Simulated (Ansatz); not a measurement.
The same ligand exchange along the group O, S, Se.

Gas-phase electronic energies from Ansatz, PBE0-D4/def2-TZVP geometries. CCSD(T)/CBS is the MP2 limit (def2-TZVPP, def2-QZVPP) plus CCSD(T) − MP2 in def2-TZVPP, frozen cores. This one scheme is used for every species. Functionals use def2-TZVPP. B3LYP here is the variant with VWN-RPA as its local correlation; programs differ in this. For Se outer-core shells are correlated without core-valence functions, which leaves a few kJ/mol of doubt a bond. Scalar relativity is left out up to krypton. Each species was taken in one conformer, which may not be the lowest.

```
                                  reaction  B3LYP-D4 (kcal/mol)  PBE-D4 (kcal/mol)  revPBE-D4 (kcal/mol)
      `COB(F)Cl` + H–F → `FB(F)Cl` + CH₃OH                 -0.2               -0.1                   0.3
      `CSB(F)Cl` + H–F → `FB(F)Cl` + CH₃SH                -16.4              -13.3                 -12.3
`C[Se]B(F)Cl` + H–F → `FB(F)Cl` + `C[SeH]`                -18.6              -15.3                 -14.4
```

Task: Give the CCSD(T)/CBS values in the same order. (An estimate is asked.)

Result: The calculation gave: 0.9, -14.7, -15.9 kcal/mol.

Largest T1 diagnostic: 0.012, for `CSB(F)Cl`.
